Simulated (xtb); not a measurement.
xtb input (GFN1-xTB):

```bash
xtb mol.xyz --gfn 1 --sp --chrg 1 --uhf 0
```
mol.xyz:
```
4

Se     0.00065560     0.02646256    -0.06067825
H     -1.07638699    -0.86807534     0.42835260
H      1.06782330    -0.86656701     0.45217774
H     -0.01372686     0.83491536     1.18253017
```

End of the output:

```
         :::::::::::::::::::::::::::::::::::::::::::::::::::::
         ::                     SUMMARY                     ::
         :::::::::::::::::::::::::::::::::::::::::::::::::::::
         :: total energy              -4.465127778756 Eh    ::
         :: gradient norm              0.040088139616 Eh/a0 ::
         :: HOMO-LUMO gap              7.973307068227 eV    ::
         ::.................................................::
         :: SCC energy                -4.479423979937 Eh    ::
         :: -> electrostatic           0.159096913107 Eh    ::
         :: repulsion energy           0.014827807896 Eh    ::
         :: dispersion energy         -0.000531606714 Eh    ::
         :: halogen bond corr.         0.000000000000 Eh    ::
         :: add. restraining           0.000000000000 Eh    ::
         :: total charge               1.000000000000 e     ::
         :::::::::::::::::::::::::::::::::::::::::::::::::::::

           -------------------------------------------------
          |                Property Printout                |
           -------------------------------------------------

    * Orbital Energies and Occupations

         #    Occupation            Energy/Eh            Energy/eV
      -------------------------------------------------------------
         1        2.0000           -1.2654180             -34.4338
         2        2.0000           -0.8297355             -22.5783
         3        2.0000           -0.8297355             -22.5783
         4        2.0000           -0.8077475             -21.9799 (HOMO)
         5                         -0.5147338             -14.0066 (LUMO)
         6                         -0.5147338             -14.0066
         7                         -0.4240453             -11.5389
         8                         -0.4022833             -10.9467
         9                         -0.4022833             -10.9467
        10                         -0.4008959             -10.9089
        11                         -0.3634796              -9.8908
        12                         -0.3634796              -9.8908
        13                         -0.2044867              -5.5644
        14                          0.3848685              10.4728
        15                          0.3848685              10.4728
      -------------------------------------------------------------
                  HL-Gap            0.2930136 Eh            7.9733 eV
             Fermi-level           -0.6612406 Eh          -17.9933 eV

  Mulliken/CM5 charges         n(s)   n(p)   n(d)
     1Se    0.29670  0.15435   1.952  3.778 -0.027
     2H     0.23443  0.28188   0.766  0.000  0.000
     3H     0.23443  0.28188   0.766  0.000  0.000
     4H     0.23443  0.28188   0.766  0.000  0.000

Wiberg/Mayer (AO) data.
largest (>0.10) Wiberg bond orders for each atom
Note: The following floating-point exceptions are signalling: IEEE_DENORMAL
normal termination of xtb

 ---------------------------------------------------------------------------
     #   Z sym  total        # sym  WBO       # sym  WBO       # sym  WBO
 ---------------------------------------------------------------------------
     1  34 Se   2.827 --     3 H    0.942     2 H    0.942     4 H    0.942
     2   1 H    0.944 --     1 Se   0.942
     3   1 H    0.944 --     1 Se   0.942
     4   1 H    0.944 --     1 Se   0.942
 ---------------------------------------------------------------------------

Topologies differ in total number of bonds
Writing topology from bond orders to xtbtopo.mol

 dipole moment from electron density (au)
     X       Y       Z
  -0.0084  -0.3375   0.7740  total (Debye):    2.146

           -------------------------------------------------
          | TOTAL ENERGY               -4.465127778756 Eh   |
          | GRADIENT NORM               0.040088139616 Eh/α |
          | HOMO-LUMO GAP               7.973307068227 eV   |
           -------------------------------------------------

------------------------------------------------------------------------
------------------------------------------------------------------------
 total:
 SCF:
```
